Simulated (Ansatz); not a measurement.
Species: sum formula SiCl3F, net charge 0, singlet state. SMILES: F[Si](Cl)(Cl)Cl
Geometry from a B3LYP-D3(BJ)/def2-TZVP (Ansatz, a program for electronic structure) optimisation:
```
Si
F 1 1.5807
Cl 1 2.0251 2 108.32
Cl 1 2.0251 2 108.32 3 120.00
Cl 1 2.0251 2 108.32 3 -120.00
```

Computed values are from Ansatz. Cores are frozen in the correlated levels unless marked. Open shells are spin-unrestricted. Spin-orbit coupling is left out. No relativistic terms. CBS marks a two-point X^-3 extrapolation of the correlation energy; Hartree-Fock from the larger set (for Q and 5 zeta extrapolated as (X+1)exp(-9√X)). [CCSD(T)-MP2]/basis is that difference in the basis named.

What is the vertical triplet-singlet gap at RI-MP2/CBS(aug-cc-pV(T+d)Z,aug-cc-pV(Q+d)Z)+[CCSD(T)-MP2]/aug-cc-pV(T+d)Z?

8.07 eV.

What is the atomisation energy De at CCSD(T)/CBS(cc-pV(Q+d)Z,cc-pV(5+d)Z)?

436.7 kcal/mol.

What is the T1 diagnostic at CCSD/cc-pV(5+d)Z?

0.009.

What is the dipole moment at CCSD(T)/aug-cc-pV(D+d)Z?

0.55 D.

What is the total energy at CCSD(T)/CBS(cc-pV(Q+d)Z,cc-pV(5+d)Z)?

-1768.4250 Eh.
